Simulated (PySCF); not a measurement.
C3H16Si4.
Atom-mapped SMILES: `[CH3:1][CH2:2][SiH2:3][Si@@H:4]([SiH3:5])[SiH2:6][CH3:7]` (hydrogens: H8, H9, H10 on C1; H11, H12 on C2; H13, H14 on Si3; H15 on Si4; H16, H17, H18 on Si5; H19, H20 on Si6; H21, H22, H23 on C7)

The same species was optimised twice, with GFN2-xTB and with PBE0-D3(BJ)/def2-SVP (PySCF), and the same property calculations (PySCF, gas phase) were run on both structures.

```json
{"coordinate": "Si3–Si4 (Å)", "GFN2-xTB": "2.333", "PBE0-D3(BJ)/def2-SVP": "2.349", "change": "+0.016"}
{"coordinate": "Si6–C7 (Å)", "GFN2-xTB": "1.901", "PBE0-D3(BJ)/def2-SVP": "1.887", "change": "-0.014"}
{"coordinate": "Si4–Si6 (Å)", "GFN2-xTB": "2.333", "PBE0-D3(BJ)/def2-SVP": "2.347", "change": "+0.014"}
{"coordinate": "Si4–Si5 (Å)", "GFN2-xTB": "2.331", "PBE0-D3(BJ)/def2-SVP": "2.345", "change": "+0.014"}
{"coordinate": "C2–Si3 (Å)", "GFN2-xTB": "1.907", "PBE0-D3(BJ)/def2-SVP": "1.894", "change": "-0.013"}
{"coordinate": "C1–C2 (Å)", "GFN2-xTB": "1.522", "PBE0-D3(BJ)/def2-SVP": "1.526", "change": "+0.004"}
{"coordinate": "Si5–Si4–Si6 (°)", "GFN2-xTB": "112.3", "PBE0-D3(BJ)/def2-SVP": "107.9", "change": "-4.4"}
{"coordinate": "Si3–Si4–Si5 (°)", "GFN2-xTB": "111.8", "PBE0-D3(BJ)/def2-SVP": "107.5", "change": "-4.3"}
{"coordinate": "Si3–Si4–Si6 (°)", "GFN2-xTB": "113.0", "PBE0-D3(BJ)/def2-SVP": "109.6", "change": "-3.4"}
{"coordinate": "C2–Si3–Si4 (°)", "GFN2-xTB": "107.7", "PBE0-D3(BJ)/def2-SVP": "109.6", "change": "+1.9"}
{"coordinate": "Si4–Si6–C7 (°)", "GFN2-xTB": "108.1", "PBE0-D3(BJ)/def2-SVP": "109.8", "change": "+1.7"}
{"coordinate": "C1–C2–Si3 (°)", "GFN2-xTB": "113.4", "PBE0-D3(BJ)/def2-SVP": "114.3", "change": "+0.9"}
{"coordinate": "C1–C2–Si3–Si4 (°)", "GFN2-xTB": "178", "PBE0-D3(BJ)/def2-SVP": "180", "change": "+2"}
{"coordinate": "C2–Si3–Si4–Si5 (°)", "GFN2-xTB": "-45", "PBE0-D3(BJ)/def2-SVP": "-41", "change": "+4"}
{"coordinate": "Si3–Si4–Si6–C7 (°)", "GFN2-xTB": "-58", "PBE0-D3(BJ)/def2-SVP": "-52", "change": "+6"}
```

Rotational constants: A = 1154, B = 702.6, C = 561.9 MHz (GFN2-xTB) against A = 1159, B = 723.4, C = 588.6 MHz (PBE0-D3(BJ)/def2-SVP). Point groups within 0.08 Å: C1 and C1.

On the GFN2-xTB structure: HOMO (eV) -7.91 [PBE0/pcSseg-1]; LUMO (eV) -0.53 [PBE0/pcSseg-1]; dipole (D) 0.95 [PBE0/pcSseg-1]; GIAO shielding of C1 (ppm) 171.8 [PBE0/pcSseg-1]; GIAO shielding of C2 (ppm) 178.5 [PBE0/pcSseg-1]; GIAO shielding of Si3 (ppm) 411.0 [PBE0/pcSseg-1]; GIAO shielding of Si4 (ppm) 497.8 [PBE0/pcSseg-1]; GIAO shielding of Si5 (ppm) 464.6 [PBE0/pcSseg-1]; GIAO shielding of Si6 (ppm) 420.2 [PBE0/pcSseg-1]; GIAO shielding of C7 (ppm) 194.6 [PBE0/pcSseg-1].

**Question.** What do these properties become on the PBE0-D3(BJ)/def2-SVP structure?

**Answer.** 
```json
{"property": "HOMO (eV)", "level": "PBE0/pcSseg-1", "on GFN2-xTB": "-7.91", "on PBE0-D3(BJ)/def2-SVP": "-7.67", "change": "+0.24"}
{"property": "LUMO (eV)", "level": "PBE0/pcSseg-1", "on GFN2-xTB": "-0.53", "on PBE0-D3(BJ)/def2-SVP": "-0.22", "change": "+0.31"}
{"property": "dipole (D)", "level": "PBE0/pcSseg-1", "on GFN2-xTB": "0.95", "on PBE0-D3(BJ)/def2-SVP": "1.29", "change": "+0.34"}
{"property": "energy, GFN2-xTB geometry as zero (kcal/mol)", "level": "PBE0/pcSseg-1", "on GFN2-xTB": "0.0", "on PBE0-D3(BJ)/def2-SVP": "-3.7", "change": "-3.7"}
{"property": "GIAO shielding of C1 (ppm)", "level": "PBE0/pcSseg-1", "on GFN2-xTB": "171.8", "on PBE0-D3(BJ)/def2-SVP": "170.6", "change": "-1.2"}
{"property": "GIAO shielding of C2 (ppm)", "level": "PBE0/pcSseg-1", "on GFN2-xTB": "178.5", "on PBE0-D3(BJ)/def2-SVP": "178.1", "change": "-0.4"}
{"property": "GIAO shielding of Si3 (ppm)", "level": "PBE0/pcSseg-1", "on GFN2-xTB": "411.0", "on PBE0-D3(BJ)/def2-SVP": "410.8", "change": "-0.2"}
{"property": "GIAO shielding of Si4 (ppm)", "level": "PBE0/pcSseg-1", "on GFN2-xTB": "497.8", "on PBE0-D3(BJ)/def2-SVP": "486.9", "change": "-10.9"}
{"property": "GIAO shielding of Si5 (ppm)", "level": "PBE0/pcSseg-1", "on GFN2-xTB": "464.6", "on PBE0-D3(BJ)/def2-SVP": "458.5", "change": "-6.1"}
{"property": "GIAO shielding of Si6 (ppm)", "level": "PBE0/pcSseg-1", "on GFN2-xTB": "420.2", "on PBE0-D3(BJ)/def2-SVP": "417.8", "change": "-2.4"}
{"property": "GIAO shielding of C7 (ppm)", "level": "PBE0/pcSseg-1", "on GFN2-xTB": "194.6", "on PBE0-D3(BJ)/def2-SVP": "192.9", "change": "-1.7"}
```

The heavy atoms differ by 0.107 Å rms after alignment. Among bonds between heavy atoms Si3–Si4 changes most (+0.016 Å). Changes are differences of the printed values. Neither structure is proved a minimum here.

Conformer computed: `[CH3:1][CH2:2][SiH2:3][Si@@H:4]([SiH3:5])[SiH2:6][CH3:7]`: C1–C2–Si3–Si4 180°, C2–Si3–Si4–Si5 -41°, Si3–Si4–Si6–C7 -52°.
